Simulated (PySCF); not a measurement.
**As²¹⁺: ionisation energy**

As²¹⁺ [Ne] 3s2 (1S) → As²²⁺ [Ne] 3s1 (2S), as a difference of total energies. Computed with PySCF 2.14 in an uncontracted even-tempered set (18 s from 2.2 bohr⁻², ratio 2.5; 11 p from 2.9 bohr⁻², ratio 2.5; 5 d from 11 bohr⁻², ratio 2.7; 4 f from 17 bohr⁻², ratio 2.7), with scalar relativity by spin-free X2C-1e. Correlated levels: outer shells: 1s2 frozen; virtual orbitals above 40 to 60 times the deepest correlated orbital energy dropped. The calculations carry no spin-orbit coupling.

```json
{"method": "UHF", "ionisation energy (eV)": "907.14"}
{"method": "MP2 (outer shells)", "ionisation energy (eV)": "909.85"}
{"method": "SCS-MP2 (outer shells)", "ionisation energy (eV)": "910.16"}
{"method": "CCSD (outer shells)", "ionisation energy (eV)": "910.50"}
{"method": "CCSD(T) (outer shells)", "ionisation energy (eV)": "910.54"}
```

Problem. How much does correlation contribute at CCSD(T) (outer shells)?

Solution. 910.54 − (907.14) = 3.40 eV, measured against UHF.

Breit and QED terms and the two-electron picture change are absent.

For comparison: 911.7 ± 1.1 eV (semi-empirical (NIST evaluation); NIST Atomic Spectra Database, ionization energies).
